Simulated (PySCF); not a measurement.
C₂H₅FO₂Si, SMILES [Si@@H](C)(F)C(O)=O. Geometry optimised at PBE0-D3(BJ)/def2-SVP. The structure was generated by enumeration; whether it is a known compound was not checked. The values are those of a single conformer.

### Question
Give the equilibrium geometry at PBE0-D3(BJ)/def2-SVP (PySCF confirms it by a frequency run) as bond lengths and angles. (The exact figures need the calculation; the answer reports its results.)

### Answer
Several could match; the one computed here: 
Atoms: C1 Si2 F3 C4 O5 O6 H7 H8 H9 H10 H11. Bonds (Å): C1–Si2 1.854, C1–H7 1.100, C1–H8 1.101, C1–H9 1.101, Si2–F3 1.627, Si2–C4 1.916, Si2–H10 1.487, C4–O5 1.207, C4–O6 1.334, O6–H11 0.974. Bond angles (°): Si2–C1–H7 111.7, Si2–C1–H8 110.6, Si2–C1–H9 108.9, H7–C1–H8 108.5, H7–C1–H9 108.8, H8–C1–H9 108.3, C1–Si2–F3 110.7, C1–Si2–C4 107.3, C1–Si2–H10 113.6, F3–Si2–C4 110.4, F3–Si2–H10 107.8, C4–Si2–H10 106.9, Si2–C4–O5 119.3, Si2–C4–O6 117.7, O5–C4–O6 123.1, C4–O6–H11 106.9.
